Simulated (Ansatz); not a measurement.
Reaction (cleavage of the Si–P bond): `F[SiH2]P` + `C=C(S)S` → `C=C(S)S[SiH2]F` + PH₃

Computed with Ansatz on PBE0-D4/def2-TZVP structures; ΔE is electronic, products minus reactants. CBS: MP2 limit from def2 TZ/QZ plus the TZ coupled-cluster correction, frozen cores. This one scheme is used for every species. Functionals use def2-TZVPP. B3LYP here is the variant with VWN-RPA as its local correlation; programs differ in this. Each species was taken in one conformer, which may not be the lowest.

```tsv
level	ΔE (kJ/mol)	difference from CCSD(T)/CBS
r2SCAN-D4	-44.2	3.5
B3LYP-D4	-48.0	-0.3
HF/def2-TZVPP	-45.8	1.9
MP2/def2-TZVPP	-52.1	-4.4
CCSD/def2-TZVPP	-46.5	1.2
CCSD(T)/def2-TZVPP	-47.7	0.0
HF/def2-QZVPP	-45.5	2.2
MP2/def2-QZVPP	-52.0	-4.3
SCS-MP2/def2-QZVPP	-50.5	-2.8
MP2/CBS(def2)	-52.1	-4.4
CCSD(T)/CBS	-47.7	0
```

Largest T1 diagnostic among the species: 0.013.

The D4 term adds −8.5 kJ/mol with B3LYP and −5.0 kJ/mol with PBE0; it sums over pairs of atoms, weighted by their polarisabilities, and B3LYP, whose exchange is more repulsive, gets the larger term.
